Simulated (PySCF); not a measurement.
## C7H9N: full NMR table

- Formula: C7H9N
- SMILES: Cc1ccccc1N
- InChI: InChI=1S/C7H9N/c1-6-4-2-3-5-7(6)8/h2-5H,8H2,1H3
- Point group of the computed structure: C1
- Degrees of unsaturation: 4
- Carbon signals: 7
- Proton signals: 6

Numbering as in the mapped SMILES `[CH3:1][c:2]1[cH:3][cH:4][cH:5][cH:6][c:7]1[NH2:8]`; H(Xn) means a hydrogen on atom n.

PySCF calculation with geometry: GFN2-xTB and PBE0/pcSseg-1 with gauge-including orbitals; single conformer, relativity neglected, one averaged value for each set of equivalent atoms, in vacuum.

Scale: TMS for 1H (σref 31.72), 13C (σref 186.93); 15N (σref 267.73) vs NH3 (reference shieldings calculated alike).

```tsv
carbon	δC, type	δH (multiplicity)	HMBC from (2–3 bonds)	span of the C tensor (ppm)
C1	20.1, CH3	2.20 (s)	H(C3)	31
C2	123.8, C	–	H(C3), H(C4), H(C6), H(C1)	194
C3	135.9, CH	7.34 (d)	H(C5), H(C4), H(C1)	211
C4	122.5, CH	6.87 (m)	H(C3), H(C5), H(C6)	216
C5	133.0, CH	7.33 (m)	H(C3), H(C4), H(C6)	231
C6	117.3, CH	6.74 (d)	H(C5), H(C4)	181
C7	150.2, C	–	H(C3), H(C5), H(C6), H(C1)	206
```

Other nuclei:
```csv
atoms,nucleus,environment,δ (ppm),σ (ppm)
H(N8),1H,hydrogen on an aniline-type nitrogen,3.31,28.40
N8,15N,aniline-type nitrogen,74.7,193.0
```

- Carbon types of the structure: 2 × C, 4 × CH, 1 × CH3, leaving 2 H on heteroatoms.
- δC 150.2: aromatic carbon bearing nitrogen; the electronegative substituent deshields the carbon that carries it.
- δC 135.9, 133.0, 122.5, 117.3: aromatic CH.
- δC 123.8: substituted aromatic carbon.
- δC 20.1: methyl carbon on an aromatic ring; a saturated carbon with 1 carbon neighbour and no heteroatom attached.
- δH 3.31: hydrogen on an aniline-type nitrogen; exchangeable, gas-phase position.

The OH or NH signal is concentration- and solvent-dependent in practice; the value given is the gas-phase one. Shifts are as computed. Against solution values, carbons near 30 ppm lie about +3 ppm off and those near 130 ppm about +5 ppm. Of 1211 compounds with measured shifts, 218 miss one by over three times the rms of a fit or turn the order of signals round; such compounds aren't used in these exercises. Experimental scales use liquid or dissolved standards, which lie at an offset from isolated NH3 (liquid NH3: subtract about 20 ppm). Multiplicities follow the n + 1 count of equivalent neighbours, as no J values were calculated; m marks all less simple cases, F and P coupling included.
